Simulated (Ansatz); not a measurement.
Cost and result up the ladder for Cs₈Cl₈ (started as a model of: 2x2x4 CsCl rock-salt block) (16 atoms). Total charge 0; singlet. Geometry: PBE-D4/def2-SVP.

```tsv
atom	x (Å)	y (Å)	z (Å)
Cs1	-3.2257	1.7427	4.2051
Cl2	-1.3882	2.1161	1.4476
Cs3	0.4524	2.6417	-1.3545
Cl4	2.3344	2.8210	-4.1237
Cl5	-4.6102	-0.9309	2.8797
Cs6	-2.9487	-0.5687	-0.0100
Cl7	-0.9797	-0.1498	-2.7421
Cs8	0.8380	0.2405	-5.5105
Cl9	-0.9181	-0.2552	5.4319
Cs10	1.1001	0.1725	2.7887
Cl11	2.8609	0.5532	-0.0870
Cs12	4.7117	0.9499	-2.8322
Cs13	-2.3233	-2.9332	4.1379
Cl14	-0.4936	-2.5193	1.3811
Cs15	1.3956	-2.2454	-1.4245
Cl16	3.1944	-1.6352	-4.1875
```

Ansatz on 4 threads of Arm Neoverse V1 on a shared host. Times are rough, and most runs start from the orbitals of an earlier one. PBE0-D4/def2-SVP serves as the yardstick here, not as an exact answer. Binding counts from free atoms at the same level (Cs doublet, Cl doublet; other spins of the atoms weren't run), without zero-point energy or a counterpoise term.

In the def2 sets Cs takes a core potential; there is no spin–orbit coupling. Correlated methods freeze 40 core orbitals; core or outer-core shells of Cs are correlated, in sets that lack core-valence functions.

Correlated methods converge slowly with the basis, most of all in double-zeta sets.

```json
{"level": "PBE-D4/def2-SVP (with forces)", "functions": "336", "wall time": "31 s", "binding energy per atom (eV)": "2.99", "difference from PBE0-D4/def2-SVP (eV)": "0.00"}
{"level": "MP2/def2-SVP", "functions": "336", "wall time": "37 s", "binding energy per atom (eV)": "2.84", "difference from PBE0-D4/def2-SVP (eV)": "-0.15"}
{"level": "PBE0-D4/def2-SVP", "functions": "336", "wall time": "43 s", "binding energy per atom (eV)": "2.99", "difference from PBE0-D4/def2-SVP (eV)": "0.00"}
{"level": "RPA@PBE/def2-SVP", "functions": "336", "wall time": "68 s", "binding energy per atom (eV)": "2.52", "difference from PBE0-D4/def2-SVP (eV)": "-0.47"}
{"level": "r2SCAN-D4/def2-SVP (with forces)", "functions": "336", "wall time": "74 s", "binding energy per atom (eV)": "3.04", "difference from PBE0-D4/def2-SVP (eV)": "0.05"}
```
